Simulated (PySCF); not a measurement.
An equivalent PySCF input for F²⁺ (fluorine, charge +2), [He] 2s2 2p3, high-spin 4S determinant, with no relativity, point nucleus:

```python
from pyscf import gto, scf, dft, mp, cc
import basis_set_exchange as bse
mol = gto.M(atom="F 0 0 0", charge=2, spin=3, symmetry="D2h",
            basis=gto.basis.parse(bse.get_basis("6-31G*", elements=["F"], fmt="nwchem", header=False)))
mf = dft.UKS(mol, xc="LDA,VWN")
mf.irrep_nelec = {'Ag': (2, 2), 'B1u': (1, 0), 'B2u': (1, 0), 'B3u': (1, 0)}
mf.kernel()
```

It reaches the same state as the run whose output follows, with an energy that differs only through the grid. The run itself started from symmetry-adapted Hartree-Fock orbitals and held the occupation by maximum overlap, on a logarithmic radial grid, so the iterations belong to that start.

```
SCF conv_tol = 1e-09
number electrons alpha = 5  beta = 2
XC functionals = LDA,VWN
    P. A. M. Dirac.,  Math. Proc. Cambridge Philos. Soc. 26, 376 (1930)
    F. Bloch.,  Z. Phys. 57, 545 (1929)
    S. H. Vosko, L. Wilk, and M. Nusair.,  Can. J. Phys. 58, 1200 (1980)
cycle= 1 E= -97.1022648953104  delta_E= -0.00246  |g|= 0.0173  |ddm|= 0.0688
cycle= 2 E= -97.1023479336954  delta_E= -8.3e-05  |g|= 0.00671  |ddm|= 0.0166
cycle= 3 E= -97.1023633104396  delta_E= -1.54e-05  |g|= 6.97e-05  |ddm|= 0.00469
cycle= 4 E= -97.1023633121159  delta_E= -1.68e-09  |g|= 7.43e-07  |ddm|= 5.67e-05
cycle= 5 E= -97.1023633121161  delta_E= -2.27e-13  |g|= 1.13e-09  |ddm|= 6.34e-07
converged SCF energy = -97.1023633121161  <S^2> = 3.7513714  2S+1 = 4.0006856
```
